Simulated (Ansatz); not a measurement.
Mulliken charges of Cl2HOSV (`[OH][V](=[S])([Cl])[Cl]`) from PBE/def2-TZVPP in Ansatz (PBE0-D4/def2-TZVP geometry).

```json
{"atom": "O1", "x (Å)": "0.135", "y (Å)": "-0.006", "z (Å)": "1.425", "charge (e)": "-0.335"}
{"atom": "V2", "x (Å)": "0.148", "y (Å)": "-0.103", "z (Å)": "-0.313", "charge (e)": "0.658"}
{"atom": "S3", "x (Å)": "1.817", "y (Å)": "-1.039", "z (Å)": "-0.828", "charge (e)": "-0.177"}
{"atom": "Cl4", "x (Å)": "-1.549", "y (Å)": "-1.205", "z (Å)": "-0.999", "charge (e)": "-0.179"}
{"atom": "Cl5", "x (Å)": "0.120", "y (Å)": "1.859", "z (Å)": "-1.158", "charge (e)": "-0.179"}
{"atom": "H6", "x (Å)": "-0.628", "y (Å)": "0.431", "z (Å)": "1.828", "charge (e)": "0.213"}
```

Task: By hand: the dipole of these point charges (1 e Å = 4.8032 D).

Result: Σ q r = (-0.147, 0.093, 0.239) e Å, of length 0.296 e Å = 1.42 D.

Task: How does the dipole of the full density compare? (Best estimate.)

Result: Computed: (-0.215, 0.132, 0.282) e Å, 1.82 D; the point charges give 0.78 times that, at 6° from its direction.

Point charges leave out the atoms' own dipoles, such as those of lone pairs, and Mulliken's split depends on the basis, so the two needn't agree.
